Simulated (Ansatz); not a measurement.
# A reaction path, image by image

SiH$_{4}$ClOF, closed shell, from SiH₄ClOF ([OH2][SiH2]([F])[Cl]) to a complex of SiH₃ClO ([OH][SiH2][Cl]) + HF; PBE0-D4/def2-SVP (Ansatz 0.2.0). Settings:

```yaml
hamiltonian: {xc: pbe0, dispersion: d4}
neb:
  images: 5
  climbing: true
  max_iterations: 40
  initial_path: idpp
```

First end:

Si1  (-0.712, 0.025, -0.164)
F2  (-0.752, -1.624, -0.242)
H3  (-0.919, 0.256, -1.605)
H4  (-1.737, 0.196, 0.877)
Cl5  (0.037, 2.119, 0.100)
H6  (1.451, -1.140, 0.184)
O7  (1.037, -0.313, 0.461)
H8  (1.594, 0.482, 0.388)
(Å)

Second end:

```
8
angstrom
Si -0.4826 0.8630 -0.3438
F 0.2259 -2.5158 1.2973
H -0.6952 1.2742 -1.7472
H -1.7047 0.3991 0.3326
Cl 0.2839 2.4799 0.6440
H 0.3653 -1.7789 0.7366
O 0.5663 -0.4107 -0.2683
H 1.4410 -0.3110 -0.6511
```

The ends were relaxed with PBE0-D4 in triple zeta, so they are not quite minima here (largest force components 0.61 and 0.47 eV/Å).

Energies along the converged band: It took 18 iterations. Path lengths are measured after rigid turns and shifts between images are taken out.
```
       image  path length (Å)  energy (kcal/mol)
           0             0.00               0.00
1 (climbing)             0.99               7.93
           2             1.72              -4.66
           3             2.45              -5.67
           4             3.18              -5.11
           5             3.91              -4.85
           6             4.65              -4.43
```
The barrier is narrow on this path: one image carries it, so the band shows its height but not its shape.
Energies count from the first end.

The images between the ends:
Image 1:
```xyz
8
angstrom
Si -0.5938 0.2467 -0.0854
F -0.3898 -1.6549 -0.2252
H -0.8734 0.2644 -1.5373
H -1.6346 0.0576 0.9425
Cl -0.1629 2.3177 0.1685
H 0.7409 -1.2583 0.0999
O 1.0666 -0.2408 0.4462
H 1.8471 0.2675 0.1908
```

Image 2:
```xyz
8
angstrom
Si -0.4802 0.5178 -0.0183
F -0.3324 -2.0353 -0.2217
H -0.8774 0.3017 -1.4292
H -1.4735 0.0979 0.9915
Cl -0.1747 2.5580 0.1769
H 0.4934 -1.6278 0.0104
O 1.0268 -0.1544 0.3617
H 1.8181 0.3420 0.1289
```

Image 3:
```xyz
8
angstrom
Si -0.4686 0.6876 -0.0653
F -0.2055 -2.3952 0.0835
H -0.8479 0.5220 -1.4899
H -1.4625 0.1664 0.8932
Cl -0.1887 2.7067 0.2545
H 0.4489 -1.7460 0.2523
O 0.9683 -0.1120 0.2750
H 1.7559 0.1704 -0.2031
```

Image 4:
```xyz
8
angstrom
Si -0.4668 0.7481 -0.1585
F -0.1513 -2.4819 0.5504
H -0.8421 0.7993 -1.5946
H -1.4899 0.1317 0.7089
Cl -0.1058 2.6835 0.4513
H 0.4370 -1.7629 0.4428
O 0.9173 -0.1698 0.0565
H 1.7017 0.0519 -0.4567
```

Image 5:
```xyz
8
angstrom
Si -0.4623 0.7833 -0.2518
F -0.1012 -2.4326 0.9956
H -0.8043 1.0958 -1.6634
H -1.5563 0.1382 0.5023
Cl 0.0739 2.5555 0.6520
H 0.4010 -1.7606 0.5840
O 0.8125 -0.2968 -0.1846
H 1.6368 -0.0828 -0.6340
```

The band counts as converged below 0.05 eV/Å. Hardware: 4 CPU threads of an Arm Neoverse V2, shared host. Wall time about 87 s.
